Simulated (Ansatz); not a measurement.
Kohn–Sham single points on `[OH][Y]([Cl])[Cl]`.

```yaml
crystal:
  periodic: [false, false, false]
  atoms:
    - {symbol: O, position_ang: [-1.112164, 0.946169, 0.200259]}
    - {symbol: Y, position_ang: [0.382235, -0.324804, -0.070331]}
    - {symbol: Cl, position_ang: [2.690326, 0.458444, 0.284195]}
    - {symbol: Cl, position_ang: [-0.128769, -2.637488, -0.746061]}
    - {symbol: H, position_ang: [-1.831628, 1.557679, 0.331939]}
basis:
  gaussian: {orbitals: def2-TZVPP}
hamiltonian: {xc: {name: CAM-B3LYP}, dispersion: d4}
output: {orbitals: {seedname: orbitals}}
```

```sh
$ ansatz run in.yaml --threads 4 --pin off --events-out ev --progress --plain
```

Output, abridged:

```
Functional definition: CAM-B3LYP
1203 factors; their error is unknown
279 factors; integrals over basis functions are off by at most 6.3e-5 eV
mean field evaluation 1: about -28151.6137 eV, gradient 6.6e1 eV
mean field evaluation 2: about -28134.4320 eV, gradient 1.2e2 eV
mean field evaluation 4: about -28159.2895 eV, gradient 4.1e0 eV
mean field evaluation 8: about -28159.3164 eV, gradient 6.3e-2 eV
mean field evaluation 16: about -28159.3813 eV, gradient 3.1e-5 eV
mean field -28159.38133149 eV, -1034.8381768181 hartree, gradient 3.1e-5 eV, S^2 0.000000; 0 other end points of the search recorded, 0 dependent functions left out
reference -28159.38147346 eV, -1034.8381820355 hartree; 27, 27 occupied and 158, 158 virtual orbitals, 1203 factors
Total energy: -28159.48606666 eV, -1034.8420257645 hartree
```

Run time 2.7 s (4 threads of a server CPU on a shared host); peak host memory 0.45 GiB.

Changing it to `hamiltonian: {xc: {name: r2SCANh}, dispersion: d4}` (abridged; 4.4 s):

```
Functional definition: r2SCANh
mean field evaluation 16: about -28157.4458 eV, gradient 6.4e-5 eV
mean field -28157.44579376 eV, -1034.7670471183 hartree, gradient 6.4e-5 eV, S^2 0.000000
Total energy: -28157.47596176 eV, -1034.7681557719 hartree
```

Changing it to `hamiltonian: {xc: {name: r2SCAN0}, dispersion: d4}` (abridged; 4.7 s):

```
Functional definition: r2SCAN0
mean field evaluation 16: about -28156.7010 eV, gradient 7.0e-5 eV
mean field -28156.70099172 eV, -1034.7396761481 hartree, gradient 7.0e-5 eV, S^2 0.000000
Total energy: -28156.73487315 eV, -1034.7409212680 hartree
```

With the line `hamiltonian: {xc: pbe, dispersion: d4}` and forces (abridged; 1.9 s):

```
Functional definition: PBE
mean field evaluation 16: about -28147.7469 eV, gradient 8.5e-5 eV
mean field -28147.74688778 eV, -1034.4106188977 hartree, gradient 5.9e-5 eV, S^2 0.000000
Total energy: -28147.85868879 eV, -1034.4147275092 hartree
Atom 0 force     0.217365    -0.185081    -0.039278 eV/Å
Atom 1 force     0.094062    -0.078987    -0.017213 eV/Å
Atom 2 force     0.085707     0.031084     0.013723 eV/Å
Atom 3 force    -0.021262    -0.086643    -0.025440 eV/Å
Atom 4 force    -0.375872     0.319627     0.068208 eV/Å
Dipole moment:    -0.481010     0.409490     0.085453 e Å
```

The same input with `hamiltonian: {xc: {name: LC-wPBE}}` (abridged; 2.2 s):

```
Functional definition: LC-wPBE
mean field evaluation 16: about -28152.6258 eV, gradient 6.2e-5 eV
mean field -28152.62584700 eV, -1034.5899173419 hartree, gradient 6.2e-5 eV, S^2 0.000000
Total energy: -28152.62584700 eV, -1034.5899173422 hartree
```

Changing it to `hamiltonian: {xc: hse06, dispersion: d4}` (abridged; 2.4 s):

```
Functional definition: HSE06
mean field -28148.81910757 eV, -1034.4500222482 hartree, gradient 6.7e-5 eV, S^2 0.000000
Total energy: -28148.91382911 eV, -1034.4535032008 hartree
```

HSE06 is the plane-wave form, built on full-range PBE exchange.
